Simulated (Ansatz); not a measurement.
Spin states of CaI₂, each relaxed with PBE-D4/def2-TZVP in Ansatz. Electronic energies in the gas phase.

In the def2 sets I takes a core potential; there is no spin–orbit coupling. B3LYP takes the VWN-RPA correlation. Correlated methods freeze 13 core orbitals; core or outer-core shells of Ca, I are correlated, in sets that lack core-valence functions. HOMO above LUMO, or a gap near zero within one spin, warns that the state may not be the lowest or that an electron is smeared out. The structure comes from a short search, and lower isomers may exist.

Singlet geometry (D∞h within 0.1 Å):

```xyz
3

Ca   -0.0070    0.0108   -0.0030
I     2.2148    1.0311   -1.4234
I    -2.2078   -1.0418    1.4264
```

Quintet geometry:

```xyz
3

Ca   -0.2843    0.2213   -0.1469
I    -1.3293   -3.0153   -1.4540
I     1.6136    2.7940    1.6009
```

⟨S²⟩: quintet 6.01 at PBE0-D4/def2-TZVP (pure 6.00).

Run but left out: LDA (SPW92)/def2-TZVP (quintet: an occupied level 0.00 eV above an empty one).

The triplet was relaxed too but is left out (at the level of its geometry, an occupied level 0.00 eV above an empty one); at PBE0-D4/def2-TZVP it lies 3.72 eV above the lowest shown.

```json
{"level": "HF/def2-TZVPP", "quintet − singlet (kJ/mol)": "649.3", "lowest of these": "singlet", "remarks": "–"}
{"level": "BLYP-D4/def2-TZVP", "quintet − singlet (kJ/mol)": "798.4", "lowest of these": "singlet", "remarks": "gap within one spin near zero (quintet)"}
{"level": "B3LYP-D4/def2-TZVP", "quintet − singlet (kJ/mol)": "810.1", "lowest of these": "singlet", "remarks": "–"}
{"level": "PBE0-D4/def2-TZVP", "quintet − singlet (kJ/mol)": "812.3", "lowest of these": "singlet", "remarks": "–"}
{"level": "CAM-B3LYP-D4/def2-TZVP", "quintet − singlet (kJ/mol)": "815.5", "lowest of these": "singlet", "remarks": "–"}
{"level": "RPA@PBE/def2-TZVP", "quintet − singlet (kJ/mol)": "724.4", "lowest of these": "singlet", "remarks": "–"}
{"level": "CCSD/def2-TZVPP", "quintet − singlet (kJ/mol)": "774.3", "lowest of these": "singlet", "remarks": "–"}
{"level": "CCSD(T)/def2-TZVPP", "quintet − singlet (kJ/mol)": "786.5", "lowest of these": "singlet", "remarks": "–"}
```

Change of the quintet − singlet gap on mixing in exact exchange, in kJ/mol: BLYP to B3LYP (20 % exact exchange) 11.6.
